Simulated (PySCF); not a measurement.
# Substituent effects on chemical shifts

Parent skeleton `[CH2:1]1[CH2:2][SiH2:3]1`; one hydrogen on atom 3 is replaced by X. Hydrogens on one atom are averaged.

PySCF 2.14 calculation with GIAO PBE0/pcSseg-1 shieldings and geometry: PBE0-D3(BJ)/def2-SVP; non-relativistic, no solvent, rapidly exchanging positions averaged, single conformer.

δ = σ(ref) − σ, references computed at the same level: 13C (184.41 ppm), 29Si (351.99 ppm), 1H (31.27 ppm) vs TMS.

Parent (X = H): C1/C2 -9.7, Si3 -147.8, H(C1)/H(C2) 0.50, H(Si3) 2.54 ppm. Effects are Δδ = δ(X) − δ(H), positive for deshielding.

(1) Give Δδ (ppm) for X = 2-furyl, NHCHO, N=CH2, COCH3, 4-pyridyl, vinyl.

(2) Which position responds most, and to which substituents?

Results:

(1) 
```csv
X,SMILES,C1/C2,Si3,H(C1)/H(C2),H(Si3)
2-furyl,c1coc([SiH]2CC2)c1,+4.3,+16.6,+0.16,+1.08
NHCHO,O=CN[SiH]1CC1,+4.8,+49.9,+0.09,+1.71
N=CH2,C=N[SiH]1CC1,+8.2,+58.0,+0.42,+1.58
COCH3,CC(=O)[SiH]1CC1,+8.2,+11.3,+0.32,+0.54
4-pyridyl,c1cc([SiH]2CC2)ccn1,+7.7,+32.7,+0.36,+1.01
vinyl,C=C[SiH]1CC1,+7.8,+22.0,+0.14,+0.62
```

(2) Si3: from +11.3 ppm with COCH3 to +58.0 ppm with N=CH2.
